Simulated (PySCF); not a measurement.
arsenic trifluoride cation (AsF3), SMILES F[As](F)F (connectivity only; charge and spin as stated), charge +1, multiplicity 2.

Geometry: ωB97X-D3(BJ)/def2-SVP. The spin state was assumed, not searched.

All values below come from ωB97X-D3(BJ)/def2-SVP (PySCF).

Frequencies are harmonic and unscaled.

Modes within 1.5 cm⁻¹ of each other (mostly degenerate sets) share a row, with their intensities summed.

```json
[
 {"mode": "1–2", "ν (cm⁻¹)": "232", "IR (km/mol)": "23.2", "moving atoms (share of kinetic energy)": "F 89 %, As 11 %"},
 {"mode": "3", "ν (cm⁻¹)": "283", "IR (km/mol)": "31.8", "moving atoms (share of kinetic energy)": "F 67 %, As 33 %"},
 {"mode": "4", "ν (cm⁻¹)": "768", "IR (km/mol)": "12.0", "moving atoms (share of kinetic energy)": "F 90 %, As 10 %"},
 {"mode": "5–6", "ν (cm⁻¹)": "816", "IR (km/mol)": "126.3", "moving atoms (share of kinetic energy)": "F 75 %, As 25 %"}
]
```
